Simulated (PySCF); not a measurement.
CH10FNSi3, SMILES C[SiH2][Si@@H](N)[SiH2]F.

Coordinates come from a PBE-D3(BJ)/def2-SVP optimisation. The structure was generated by enumeration; whether it is a known compound was not checked. Other conformers were not sampled.

All values below come from PBE-D3(BJ)/def2-SVP in PySCF.

Frequencies are harmonic and unscaled.

Computed harmonic wavenumbers and intensities:
```tsv
mode	ν (cm⁻¹)	IR (km/mol)	moving atoms (share of kinetic energy)
1	23	1.4	F 48 %, Si 19 %, H 16 %, N 10 %
2	34	0.3	C 35 %, H 32 %, Si 25 %
3	64	2.6	Si 45 %, H 26 %, F 20 %
4	88	0.5	N 25 %, H 24 %, C 19 %, Si 16 %, F 15 %
5	130	0.1	H 46 %, Si 24 %, N 20 %
6	159	0.2	H 77 %, Si 17 %
7	191	0.6	Si 35 %, H 24 %, N 17 %, C 13 %, F 12 %
8	198	7.1	Si 41 %, H 25 %, F 20 %, N 10 %
9	253	21.3	H 82 %, N 9 %
10	368	0.9	Si 55 %, H 42 %
11	427	40.4	H 65 %, Si 31 %
12	431	142.0	H 73 %, N 13 %, Si 13 %
13	443	23.9	Si 68 %, H 26 %
14	485	10.0	H 65 %, Si 32 %
15	573	27.3	H 89 %, Si 10 %
16	639	84.8	H 90 %
17	670	70.8	H 47 %, C 32 %, Si 21 %
18	698	46.9	H 62 %, Si 21 %, C 16 %
19	717	27.5	H 90 %
20	760	16.8	H 74 %, N 21 %
21	811	30.0	H 50 %, F 32 %, Si 14 %
22	819	147.0	H 45 %, Si 28 %, N 25 %
23	822	209.9	H 62 %, F 18 %, Si 12 %
24	855	61.6	H 77 %, C 16 %
25	858	14.7	H 70 %, Si 14 %, C 8 %
26	888	113.4	H 74 %, Si 18 %
27	904	47.8	H 92 %
28	909	105.7	H 78 %, Si 16 %
29	1215	9.7	H 80 %, C 20 %
30	1385	3.2	H 96 %
31	1386	6.0	H 96 %
32	1497	24.5	H 91 %, N 9 %
33	2050	126.4	H 97 %
34	2129	107.2	H 97 %
35	2141	80.6	H 97 %
36	2145	69.4	H 96 %
37	2158	142.5	H 96 %
38	2979	3.1	H 97 %
39	3080	1.8	H 91 %, C 9 %
40	3083	1.3	H 91 %, C 9 %
41	3466	17.2	H 96 %
42	3559	22.4	H 91 %, N 9 %
```
